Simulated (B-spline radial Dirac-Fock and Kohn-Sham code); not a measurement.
**Elastic and transport cross sections of praseodymium for electrons**

Model: relativistic (Dirac) partial waves in the static field of the Dirac-Fock atom with Furness-McCarthy exchange, without polarisation or absorption potentials. Program: a B-spline atomic structure program. σ_tr1 and σ_tr2 weight the cross section with 1 − P₁ and 1 − P₂ of cos θ; "backward" is the share scattered beyond 90°.

```
energy (eV)  σ (a₀²)  σ_tr1 (a₀²)  σ_tr2 (a₀²)  σ/σ_tr1  backward (%)
      32200     1.65       0.0184       0.0396     89.8          0.19
      50000     1.22      0.00915       0.0206      133          0.11
      66000     1.01      0.00587       0.0136      172         0.074
      95000    0.793      0.00328      0.00780      242         0.046
     100000    0.767      0.00302      0.00722      254         0.043
     103000    0.753      0.00288      0.00690      262         0.041
     109000    0.726      0.00263      0.00633      276         0.038
     110000    0.722      0.00259      0.00624      279         0.038
     120000        ?            ?            ?        ?             ?
     155000    0.586      0.00150      0.00370      390         0.024
     200000    0.508      0.00101      0.00252      505         0.016
     300000    0.417     0.000537      0.00137      776        0.0091
```

Question: Fill in the row for 120 keV.

Answer: σ = 0.684 a₀², σ_tr1 = 0.00226 a₀², σ_tr2 = 0.00546 a₀², σ/σ_tr1 = 303, backward 0.034 %. The ratio σ/σ_tr1 is roughly the number of elastic collisions that randomise the direction.

Values without a named source are computed, but for edge energies of neutral atoms, which are taken from tables.
